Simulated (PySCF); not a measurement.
# Polarisability and C₆ of As (arsenic, neutral)

[Ar] 3d10 4s2 4p3, high-spin 4S determinant. Computed with PySCF 2.14 in aug-cc-pVDZ-PP with ECP10MDF, with a scalar-relativistic core potential. Coupled (time-dependent) response in atomic units; α is the mean over directions. A double-zeta set is small for polarisabilities.

```
 method  mean α (bohr³)  C₆ (like pair)  S(−4)
    UHF           29.52           250.5  236.8
    PBE           32.01           273.2  325.6
   PBE0           30.77           261.0  281.8
LC-wPBE           29.75           250.4  249.9
wB97M-V           31.29           261.6  313.3
```

S(−4) is the Cauchy moment in α(ω) = α(0) + S(−4) ω² + …

Reference α: 30 ± 1 bohr³ (recommended; Schwerdtfeger and Nagle, table of static dipole polarizabilities (2023 update)). Published C₆: 246.0 (Chu and Dalgarno (2004); Tang, Norbeck and Certain (1976)).

α(iu) at UHF:

```
u (hartree)  α(iu) (bohr³)
          0          29.52
     0.0500          28.95
      0.100          27.38
      0.200          22.75
      0.300          18.03
      0.500          11.13
      0.750          6.528
       1.00          4.191
       1.50          2.108
       2.00          1.256
       3.00         0.5891
       5.00         0.2208
```

A single London oscillator, α(iu) = α/(1 + u²/ω²), gives C₆ = (3/4) ω α². Matching the computed C₆ needs ω = 4 × 250.5 / (3 × 29.52²) = 0.383 hartree.

Energies and moments cover only the electrons outside the core potential.
